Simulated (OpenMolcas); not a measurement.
# Ag3+: moving or changing the point charges

Ag3+ among 6 point charges of -1.7 e arranged as a tetragonal octahedron (D4h), 2.09 Å from the ion, with the axial distance 1.881 Å.
```
   2.0900    0.0000    0.0000  -1.70
   0.0000    2.0900    0.0000  -1.70
  -2.0900    0.0000    0.0000  -1.70
   0.0000   -2.0900    0.0000  -1.70
   0.0000    0.0000    1.8810  -1.70
   0.0000    0.0000   -1.8810  -1.70
```

- Program: OpenMolcas
- Method: CASSCF
- Basis: ANO-RCC-VDZP [6s5p3d1f]
- Scalar Hamiltonian: DKH2, point nucleus
- Active space: 8 electrons in 5 orbitals (4d)
- State averaging: 2S+1 = 3 even, 10 roots; 2S+1 = 1 even, 15 roots
- Spin-orbit coupling: RASSI with atomic mean-field integrals over the reference wave functions

Runs around this geometry, states (labels of D4, the rotations of D4h). Energies in cm-1 above the lowest state or level, χT in cm3 K/mol.

```
R (Å)  q (e)  Axial / equatorial distance  Ground state  First state of that spin  First gap with spin-orbit (degeneracies)  χT at 300 K  First state of another spin
 2.09   -1.7                         0.83           3B1                   3E 4841                               90.8 (1, 2)        2.163                    1A1 10491
 2.09  -1.36                          0.9           3B1                  3B2 4006                               30.1 (1, 2)        2.374                    1A1 14321
 1.91   -1.7                          0.9           3B1                  3B2 7506                                0.5 (1, 2)        1.929                    1A1 13276
 2.09   -1.7                          0.9           3B1                  3B2 5014                               25.9 (1, 2)        2.221                    1A1 13950
 2.18   -1.7                          0.9           3B1                  3B2 4133                               41.3 (1, 2)        2.356                    1A1 14137
```

Taking the first state of the same spin as R^-n, n = -ln(4133 / 7506) / ln(2.18 / 1.91) = 4.5 between the shortest and longest distance.

Scaling the charges by -1.36 / -1.7 = 0.80 scales the first state of the same spin by 4006 / 5014 = 0.80; with fixed orbitals a first-order splitting would follow the charge.

Without dynamic correlation the repulsion within the d shell is too large (B by tens of per cent), so at a given field states of lower spin stand too high. Real 4d8 and 5d8 ions are as a rule square planar and diamagnetic. This shell can be high or low spin here, a state of another spin lies low, and with metal d orbitals alone active their balance is uncertain, so the ground spin may be wrong. Point charges give a weaker field than real ligands, and real ions of this kind are as a rule low spin; the high spin found here belongs to the model. Point charges carry no covalency, so the field is a model and not that of real ligands. No measured value stands beside these numbers.
